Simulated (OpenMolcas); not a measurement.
## Computed transition rates of Sn

```
Program             : OpenMolcas 26.06
Method              : SS-CASPT2, IPEA 0.25 Eh, imaginary shift 0.1 Eh (closed shells correlated: 4d 5s)
Basis               : ANO-R3 [8s7p5d3f2g1h]
Scalar Hamiltonian  : X2C, finite nucleus
Active space        : 2 electrons in 3 orbitals (5p)
State averaging     : 2S+1 = 3 even, 3 roots; 2S+1 = 1 even, 6 roots
Spin-orbit coupling : RASSI with atomic mean-field integrals over the reference wave functions, term energies averaged over their components
```

Rates come from the transition moments of the reference wave functions (E1 and E2 in the length form). At fixed line strength A goes as λ^-3 for E1 and M1 and as λ^-5 for E2, so a rate at the computed wavelength can be rescaled to the measured one. Measured vacuum wavelengths follow from level energies in NIST Handbook of Basic Atomic Spectroscopic Data. Branching counts decays inside the model space alone, at computed energies, and the table is only a selection of the E2 and M1 lines, drawn from those between levels with measured partners whose computed energy lies within a factor of 1.5 of the measured one.

| Upper | Lower | Type | λ computed (nm) | λ measured (nm) | A computed (s-1) | A rescaled (s-1) | Branching % |
| --- | --- | --- | --- | --- | --- | --- | --- |
| 5s2 5p2 1S0 | 5s2 5p2 3P1 | M1 | 643.7 | 646.4 | 5.44e+00 |  | 75.3 |
| 5s2 5p2 1S0 | 5s2 5p2 1D2 | E2 | 1171 | 1170 | 1.25e+00 | 1.26e+00 | 17.4 |
| 5s2 5p2 1S0 | 5s2 5p2 3P2 | E2 | 717.8 | 728.1 | 5.26e-01 |  | 7.3 |
| 5s2 5p2 1D2 | 5s2 5p2 3P2 | M1 | 1856 | 1929 | 4.11e-01 |  | 55.3 |
| 5s2 5p2 1D2 | 5s2 5p2 3P1 | M1 | 1430 | 1445 | 3.22e-01 |  | 43.3 |
| 5s2 5p2 3P1 | 5s2 5p2 3P0 | M1 | 6925 | 5911 | 5.30e-02 | 8.52e-02 | 100.0 |
| 5s2 5p2 3P2 | 5s2 5p2 3P1 | M1 | 6233 | 5761 | 5.21e-02 | 6.60e-02 | 99.2 |
| 5s2 5p2 1D2 | 5s2 5p2 3P2 | E2 | 1856 | 1929 | 6.52e-03 |  | 0.9 |
| 5s2 5p2 3P2 | 5s2 5p2 3P0 | E2 | 3280 | 2917 | 3.74e-04 | 6.72e-04 | 0.7 |

Spin-changing lines and M1 lines between different terms are not rescaled, since their strength hangs on the term gaps too.

The largest correction is for 5s2 5p2 3P2 → 5s2 5p2 3P0 (E2): 3.74e-04 × (3280 / 2917)^5 = 6.72e-04 s-1, a factor of 1.80.

No measured rate stands beside these. Rescaling mends the energy factor alone: line strengths can still be far off where a level mixes with configurations outside the active space, and weak or spin-changing lines hang on small mixing coefficients that depend on the term gaps too, so rescaling need not improve them.

CASPT2 breaks the degeneracy within a term, and the mean is taken; among the terms shown or strongly mixed into the levels shown the widest spread is 78 cm-1 (5s2 5p2 1D). With the s shell closed, the reference lacks s² → p² mixing. Measured partners are found by configuration, term and J. A level has none where our copy of the source lacks it or the pairing is in doubt (some pairs that miss far off the trend of their configuration count as doubtful). Only configurations of the active space appear.
